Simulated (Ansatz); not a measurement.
Computed with Ansatz on PBE0-D4/def2-TZVP structures; ΔE is electronic, products minus reactants. CBS: MP2 limit from def2 TZ/QZ plus the TZ coupled-cluster correction, frozen cores. This one scheme is used for every species. Functionals use def2-TZVPP. One conformer a species, not always the lowest.

Consider the redistribution: `N[SiH](F)F` + `BO[SiH2]N` → `N[SiH2]O[Si](N)(F)F` + BH₃.

```csv
level,ΔE (kJ/mol),difference from CCSD(T)/CBS
PBE-D4,22.0,16.5
PBE0-D4,11.6,6.1
ωB97X-V,8.1,2.6
B2PLYP,13.9,8.4
PBE,29.5,24.0
PBE0,18.4,12.9
HF/def2-TZVPP,-2.5,-8.0
MP2/def2-TZVPP,7.4,1.9
CCSD(T)/def2-TZVPP,7.0,1.5
MP2/CBS(def2),5.9,0.4
CCSD(T)/CBS,5.5,0
```

Largest T1 diagnostic among the species: 0.012.

From PBE to PBE0 (25 % exact exchange), in def2-TZVPP and without D4, ΔE moves by −11.1 kJ/mol. The D4 term adds −11.8 kJ/mol with B3LYP and −6.8 kJ/mol with PBE0; it sums over pairs of atoms, weighted by their polarisabilities, and B3LYP, whose exchange is more repulsive, gets the larger term. In def2-TZVPP, CCSD(T) changes the Hartree–Fock value by +9.6 kJ/mol (the triples alone add +2.3 kJ/mol) and MP2 by +9.9 kJ/mol.

B3LYP here is the variant with VWN-RPA as its local correlation; programs differ in this.
